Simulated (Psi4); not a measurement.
Pair of molecules, SMILES CN with SMILES C[SiH3] (the first has 7 atoms); geometry from B3LYP-D3(BJ)/def2-TZVP.
(charge 0, multiplicity 1):
```xyz
15

C     -0.979     0.271     0.089
N      0.428     0.158     0.470
H     -1.235    -0.549    -0.584
H     -1.127     1.201    -0.462
H     -1.688     0.256     0.927
H      0.596    -0.706     0.972
H      0.696     0.917     1.084
C      1.472    -0.168     4.214
Si    -0.389    -0.041     4.014
H      1.745    -1.106     4.701
H      1.852     0.652     4.826
H      1.980    -0.130     3.249
H     -0.909    -1.158     3.189
H     -0.763     1.235     3.357
H     -1.053    -0.094     5.339
```

Level of theory: SAPT0/jun-cc-pV(D+d)Z (Psi4).

Question: Which attractive term is largest, and how does the interaction split up?

Answer: electrostatics -1.08, exchange 2.96, induction -0.30, dispersion -1.98, total -0.39 kcal/mol; the largest attraction is dispersion.
